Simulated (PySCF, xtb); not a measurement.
KI, SMILES [K][I].

Harmonic wavenumbers (cm⁻¹) from GFN2-xTB run with xtb 6.7.1 at its own minimum, in rising order: 172.

Task: What does r2SCAN-D4/def2-TZVPD run with PySCF give at its own minimum? (The exact figures need the calculation; the answer reports its results.)

Result: 180. Paired by order, the mean absolute difference is 9 cm⁻¹ and the zero-point energies are 0.2 and 0.3 kcal/mol.
